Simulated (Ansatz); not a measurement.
A geometry relaxed with B3LYP-D3(BJ)/def2-TZVP (Ansatz, a program for electronic structure), charge 0, multiplicity 1:

```xyz
8

F      1.2343    -0.8271    -0.8957
H     -1.2371     0.0748    -0.9345
C      0.6925     0.0689    -0.0430
C     -0.7988    -0.0795     0.0496
F      1.2904    -0.1131     1.1540
F      1.0488     1.2959    -0.4801
H     -1.1911     0.6599     0.7451
H     -1.0390    -1.0798     0.4046
```

Question: Write the SMILES of this molecule.

Answer: `CC(F)(F)F`
